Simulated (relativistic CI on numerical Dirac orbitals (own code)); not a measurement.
Method of calculation: Dirac-Coulomb-Breit CI, orbitals from a KLI potential per configuration, QED by a radiative potential, unscaled Slater integrals (own radial code, finite nucleus).

Configuration list (outside the closed core [Ar] 3d10): 4s2 4p6 4d10, 4s2 4p6 4d9 4f, 4s2 4p5 4d10 4f, 4s 4p6 4d10 4f, 4s2 4p6 4d9 5s, 4s2 4p6 4d9 5p, 4s2 4p6 4d9 5d, 4s2 4p5 4d10 5s, 4s2 4p6 4d9 5f, 4s2 4p5 4d10 5p, 4s2 4p6 4d9 5g, 4s2 4p6 4d9 6s, 4s2 4p5 4d10 5d, 4s 4p6 4d10 5s, 4s2 4p6 4d9 6p, 4s2 4p6 4d9 6d, 4s 4p6 4d10 5p, 4p6 4d10 4f2, 4p6 4d9 4f3, 4p5 4d10 4f3, 4p6 4d9 4f2 5s, 4p6 4d9 4f2 5p, 4p6 4d9 4f2 5d. Double excitations out of closed p, d and f shells are left out; levels of such configurations are missing from the list, as are those of other unlisted configurations, and high levels can miss mixing partners. These lack a partner that the ground configuration has and come out too high: 4s2 4p5 4d10 5s, 4s2 4p6 4d9 5f, 4s2 4p5 4d10 5p, 4s2 4p6 4d9 5g, 4s2 4p6 4d9 6s.

At this charge energies of transitions that change n are usually good to better than 1 %, and those within a shell (Δn = 0) to a few per cent.

Outline of the computed level scheme of Bi XXXVIII. Lowest level of each configuration: 4s2 4p6 4d10 1S_0 at 0.000 eV; 4s2 4p6 4d9 4f 3P°_0 at 234.422 eV; 4s2 4p5 4d10 4f 3D_1 at 489.412 eV; 4s2 4p6 4d9 5s 3D_3 at 542.869 eV; 4s2 4p6 4d9 5p 3P°_2 at 601.340 eV.

Some strong electric-dipole decays among the lowest 45 levels: 4s2 4p6 4d9 4f 1P°_1 → 4s2 4p6 4d10 1S_0 (7.7e+12 s⁻¹); 4s2 4p6 4d9 5p 1P°_1 → 4s2 4p6 4d10 1S_0 (3.5e+12 s⁻¹); 4s2 4p5 4d10 4f 3G_3 → 4s2 4p6 4d9 4f 3H°_4 (3.0e+12 s⁻¹); 4s2 4p5 4d10 4f 3G_4 → 4s2 4p6 4d9 4f 1H°_5 (2.9e+12 s⁻¹); 4s2 4p6 4d9 5p 3D°_1 → 4s2 4p6 4d10 1S_0 (2.3e+12 s⁻¹); 4s2 4p5 4d10 4f 3F_2 → 4s2 4p6 4d9 4f 1D°_2 (1.7e+12 s⁻¹); 4s2 4p5 4d10 4f 3D_3 → 4s2 4p6 4d9 4f 3F°_3 (1.5e+12 s⁻¹); 4s2 4p5 4d10 4f 3F_2 → 4s2 4p6 4d9 4f 3G°_3 (1.4e+12 s⁻¹).

LS names give the leading component of a level, which can be under half, so a name can repeat, a term be missing and a line seem to break the LS rules.
